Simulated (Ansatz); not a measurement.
Mulliken charges of `NB(F)F` from ωB97M-V/def2-TZVPP in Ansatz (PBE0-D4/def2-TZVP geometry).

```tsv
atom	x (Å)	y (Å)	z (Å)	charge (e)
N1	-0.211	0.688	-0.157	-0.260
B2	0.195	-0.615	0.121	0.520
F3	-0.667	-1.526	0.560	-0.270
F4	1.460	-0.992	-0.043	-0.270
H5	0.425	1.390	-0.489	0.140
H6	-1.160	0.991	-0.039	0.140
```

Q: By hand: the dipole of these point charges (1 e Å = 4.8032 D).

A: Σ q r = (-0.161, 0.515, -0.110) e Å, of length 0.551 e Å = 2.65 D.

Q: How does the dipole of the full density compare? (Estimate.)

A: The calculation gave: (-0.162, 0.521, -0.111) e Å, 2.67 D; the point charges give 0.99 times that, at 0° from its direction.

Point charges leave out the atoms' own dipoles, such as those of lone pairs, and Mulliken's split depends on the basis, so the close match here is no proof of good charges.
